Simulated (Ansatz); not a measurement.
Species: sum formula AlOF, net charge -1, doublet state. 
Geometry from a B3LYP-D3(BJ)/def2-TZVP (Ansatz, an electronic-structure program) optimisation:
```
Al
O 1 1.6438
F 1 1.7176 2 129.62
```
Charge -1, spin multiplicity 2.

Total electronic energies in hartree. Cores are frozen in the correlated levels unless marked. UHF or UKS for open shells. Spin-orbit coupling is left out. Non-relativistic. CBS(X,Y): correlation extrapolated as X^-3; Hartree-Fock from the larger set. The bracket is a focal-point correction in the basis named.

| level | program | energy (Eh) |
|---|---|---|
| HF/6-31G | Ansatz | -416.19752 |
| HF/aug-cc-pV(D+d)Z | Ansatz | -416.33706 |
| RI-HF/aug-cc-pV(Q+d)Z | Ansatz | -416.40387 |
| PBE0-D4/def2-TZVPD | Ansatz + dftd4 | -417.40603 |
| wB97X-V/def2-TZVPD | Ansatz | -417.58822 |
| B2PLYP-D4/def2-TZVPD | Ansatz + dftd4 | -417.49300 |
| MP2/cc-pwCVTZ | Ansatz | -416.97142 |
| SCS-MP2/aug-cc-pV(D+d)Z | Ansatz | -416.80410 |
| RI-MP2/CBS(aug-cc-pV(T+d)Z,aug-cc-pV(Q+d)Z)+[CCSD(T)-MP2]/aug-cc-pV(T+d)Z | Ansatz | -417.0875 |

Totals of different functionals don't rank their quality; only differences between species are comparable.
